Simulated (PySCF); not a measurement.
Isomers of C4H6BN, mass 79.059 u with the commonest isotopes. Level of theory: PySCF, PBE0-D3(BJ)/def2-SVP geometry optimisation, gas phase. One conformer each, none proved a minimum here; rigid rotors.

Task: Order these by rotational constant C, largest first.
A. 1,2-dihydro-1,2-azaborine (`N1C=CC=CB1`)
B. `Bn1cccc1`
C. `C#C[B@@H-](C)[N+]#C`
D. `[BH3-][N+]#CCC#C`
E. `[CH:1]#[C:2]/[CH:3]=[CH:4]\[BH:5][NH2:6]` with C3–C4–B5–N6 9°

Result: A (2757 MHz), B (2680 MHz), E (1923 MHz), C (1845 MHz), D (1392 MHz).

Task: Order these by out-of-plane moment Σ m c² = (Ia + Ib − Ic)/2, smallest first.
A. `[N+](#C)[B@@H-](C#C)C`
B. `c1cn(cc1)B`
C. `[BH3-][N+]#CCC#C`

Result: B (0.00 u·Å²), C (3.67 u·Å²), A (9.98 u·Å²).

Task: Order these by rotational constant A, largest first.
A. `Bn1cccc1`
B. 1,2-dihydro-1,2-azaborine (`B1C=CC=CN1`)
C. `[BH3-][N+]#CCC#C`
D. `[B@@H-](C#C)([N+]#C)C`

Result: C (12053 MHz), A (8744 MHz), B (5676 MHz), D (4771 MHz).

```
             SMILES  point group  Ia (u·Å²)  Ib (u·Å²)  Ic (u·Å²)      κ  μa (D)  μb (D)  μc (D)
           Bn1cccc1          C2v      57.80     130.78     188.58  -0.61    0.35    0.00    0.00
         B1C=CC=CN1           Cs      89.04      94.25     183.29   0.79    1.65    1.50    0.00
         C#C/C=C\BN      near Cs      89.44     173.72     262.79  -0.47    0.77    1.40    0.14
C#C[B@@H-](C)[N+]#C           C1     105.94     187.89     273.87  -0.42    5.01    3.05    1.40
   [BH3-][N+]#CCC#C            –      41.93     328.61     363.19  -0.97    6.49    2.57    0.01
```
